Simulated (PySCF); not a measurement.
# K(6+): ionisation energy

K(6+) [Ne] 3s2 3p1 (2P) → K(7+) [Ne] 3s2 (1S), as a difference of total energies. All numbers are calculated (PySCF 2.14, the spin-free X2C one-electron Hamiltonian (Gaussian nucleus), in an even-tempered Gaussian basis (20 s from 0.13 bohr⁻², ratio 2.5; 13 p from 0.17 bohr⁻², ratio 2.5; 5 d from 1.5 bohr⁻², ratio 2.7; 5 f from 2.3 bohr⁻², ratio 2.7)). Correlated levels: outer shells: 1s2 frozen; virtual orbitals above 40 to 60 times the deepest correlated orbital energy dropped. The calculations carry no spin-orbit coupling.

```tsv
method	ionisation energy (eV)
UHF	116.91
MP2 (outer shells)	117.41
SCS-MP2 (outer shells)	117.37
CCSD (outer shells)	117.52
CCSD(T) (outer shells)	117.54
```

**Question.** How much does correlation contribute at CCSD(T) (outer shells)?

**Answer.** 117.54 − (116.91) = 0.63 eV, measured against UHF.

The reference lies between the lowest fine-structure levels, while these numbers refer to the centres of the terms.

For comparison: 117.56 ± 0.11 eV (measured; NIST Atomic Spectra Database, ionization energies).
